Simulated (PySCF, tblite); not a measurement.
Isomers of C4H14N2Si, one GFN2-xTB conformer each. Single-point energies are computed at PBE0/pcSseg-1 (PySCF, gas phase, no added dispersion term), electronic only.

```csv
SMILES,GFN2-xTB relative energy (kcal/mol)
CC(C)(C)N[SiH2]N,0.0
CCC[Si@@H](N)NC,15.2
CN[Si@H](C)N(C)C,13.9
```

Conformers: `[CH3:1][C:2]([CH3:3])([CH3:4])[NH:5][SiH2:6][NH2:7]` with C2–N5–Si6–N7 167°, N5–Si6–N7–H 49° and -179°; `[CH3:1][CH2:2][CH2:3][Si@@H:4]([NH2:5])[NH:6][CH3:7]` with C1–C2–C3–Si4 65°, C2–C3–Si4–N5 38°, C3–Si4–N5–H 78° and -58°, C3–Si4–N6–C7 180°; `[CH3:1][NH:2][Si@H:3]([CH3:4])[N:5]([CH3:6])[CH3:7]` with C1–N2–Si3–C4 -61°, N2–Si3–N5–C6 163°.

Task: What does PBE0/pcSseg-1 give for the same structures?

Result: 
| SMILES | PBE0/pcSseg-1 E (Eh) | PBE0/pcSseg-1 (kcal/mol) | GFN2-xTB (kcal/mol) | point group |
| --- | --- | --- | --- | --- |
| CCC[Si@@H](N)NC | -559.41108 | 0.0 | 15.2 | C1 |
| CC(C)(C)N[SiH2]N | -559.40589 | 3.3 | 0.0 | C1 |
| CN[Si@H](C)N(C)C | -559.39429 | 10.5 | 13.9 | C1 |

GFN2-xTB puts CC(C)(C)N[SiH2]N lowest instead; measured from each level's own lowest isomer, the values differ by up to 15.2 kcal/mol (CCC[Si@@H](N)NC: 15.2 against 0.0). 

Task: Which frontier levels, dipoles and rotational constants go with these structures?

Result: 
```csv
SMILES,"HOMO (eV, PBE0/pcSseg-1)",LUMO (eV),dipole (D),"A, B, C (MHz)"
CCC[Si@@H](N)NC,-6.55,1.07,0.89,"4462, 1073, 966.7"
CC(C)(C)N[SiH2]N,-6.56,0.93,0.68,"3771, 1180, 1135"
CN[Si@H](C)N(C)C,-6.14,1.36,0.78,"3053, 1499, 1081"
```

Task: What happens when harmonic zero-point energies from GFN2-xTB frequencies are added?

Result: 
```
          SMILES  ZPE (kcal/mol)  electronic (kcal/mol)  with ZPE (kcal/mol)
 CCC[Si@@H](N)NC           113.6                    0.0                  0.0
CC(C)(C)N[SiH2]N           112.1                    3.3                  1.8
CN[Si@H](C)N(C)C           112.8                   10.5                  9.8
```

The zero-point energies span 1.5 kcal/mol. The order is unchanged.
